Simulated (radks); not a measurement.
Task: Coherent X-ray form factor from a spherical all-electron density. Method: scalar-relativistic Kohn-Sham, PBE, spin-polarised, spherical densities, point nucleus; computed with a radial shooting solver on a logarithmic mesh with Libxc functionals.

sin(theta)/lambda (1/angstrom)  f0 (electrons)
0.05                                    28.450
0.1                                     27.056
0.15                                    25.273
0.2                                     23.391
0.25                                    21.529
0.3                                     19.736
0.4                                     16.462
0.5                                     13.717
0.6                                     11.546
0.8                                      8.701
1                                        7.181
1.25                                     6.104
1.5                                      5.298
2                                        3.848

The species is in the configuration that NIST lists as its ground one. Which atom or ion scatters so?

Result: Neutral copper, [Ar] 3d10 4s1. Extrapolating in s^2 from the first two rows gives f0(0) = 28.9, near the electron count 29; among species with that count, the fall with angle is slower the higher Z, and the table is that of Z = 29; from so few rows the species is fixed only to a neighbour or two.
